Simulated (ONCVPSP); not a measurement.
**Transferability test, ONCV potential for C**

* Element: C
* Generator: ONCVPSP 4.0.1
* Type: optimised norm-conserving Vanderbilt (ONCV)
* Functional: BLYP
* Relativity: scalar-relativistic
* Frozen core: [He]
* Valence charge: 4
* Reference configuration: 2s2 2p2
* Partial waves: 2s: rc 1.10 bohr, ncon 3, nbas 7, qcut 4.7 1/bohr, 1 projector; 2p: rc 2.60 bohr, ncon 3, nbas 6, qcut 5.4 1/bohr, 2 projectors, debl 0.3 Ha
* Local potential: polynomial inside 0.85 bohr (lpopt 4, dvloc0 -1 Ha)
* Core correction: Teter function, fcfact 4.25, rcfact 1.6

Energies are relative to the spin-unpolarised reference configuration 2s2 2p2; without spin polarisation the order of configurations can differ from experiment.

(1) Give the all-electron excitation energy and the error of the potential for: 2s2 2p1; 2s2 2p0; 2s1 2p0; 2s1 2p2.

Results:

(1)

```
valence configuration  charge  ΔE all-electron (eV)  error AE − PS (meV)
              2s2 2p1      +1                10.829                 +113
              2s2 2p0      +2                35.004                 +857
              2s1 2p0      +3                83.158                +1608
              2s1 2p2      +1                19.474                  -73
```
